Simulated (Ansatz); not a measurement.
Basis sets compared for (MgSe)5 ring (Mg₅Se₅). The state is a singlet with charge 0. Geometry PBE-D4/def2-SVP. Ansatz on 4 threads of Arm Neoverse V1 on a shared host; times are rough, and most runs start from earlier orbitals.

```xyz
10

Mg    2.158   -2.167   -0.883
Se    1.653   -1.914   -3.237
Mg   -0.175   -0.330   -3.162
Se   -2.015    1.231   -3.367
Mg   -2.300    1.928   -1.066
Se   -2.796    2.786    1.142
Mg   -1.196    1.574    2.496
Se    0.305    0.508    4.068
Mg    1.514   -1.005    2.616
Se    2.852   -2.610    1.394
```

The 6-31G sets use Cartesian d functions.

Binding counts from free atoms (Mg singlet, Se triplet) in the same basis, without a counterpoise term.

| level | functions | energy (Eh) | HOMO (eV) | LUMO (eV) | binding per atom (eV) | wall time |
| --- | --- | --- | --- | --- | --- | --- |
| HF/STO-3G | 135 | -12853.9808 | -5.03 | 7.70 | 3.56 | 2.4 s |
| HF/6-31G | 210 | -12995.9179 | -9.28 | -1.37 | 1.49 | 8 s |
| PBE-D4/def2-SVP | 250 | -13004.4627 | -5.71 | -3.28 | 2.59 | 8.5 s |
| PBE0-D4/def2-SVP | 250 | -13004.9462 | -6.79 | -2.82 | 2.57 | 19 s |

Question: Estimate the rows for HF/def2-TZVP (with forces), PBE-D4/def2-TZVP, PBE0-D4/def2-TZVP.

Answer: 
```json
{"level": "HF/def2-TZVP (with forces)", "functions": "400", "energy (Eh)": "-12997.8327", "HOMO (eV)": "-9.15", "LUMO (eV)": "-0.84", "binding per atom (eV)": "1.81", "wall time": "42 s"}
{"level": "PBE-D4/def2-TZVP", "functions": "400", "energy (Eh)": "-13006.2805", "HOMO (eV)": "-5.80", "LUMO (eV)": "-3.39", "binding per atom (eV)": "2.56", "wall time": "16 s"}
{"level": "PBE0-D4/def2-TZVP", "functions": "400", "energy (Eh)": "-13006.7649", "HOMO (eV)": "-6.85", "LUMO (eV)": "-2.90", "binding per atom (eV)": "2.55", "wall time": "39 s"}
```
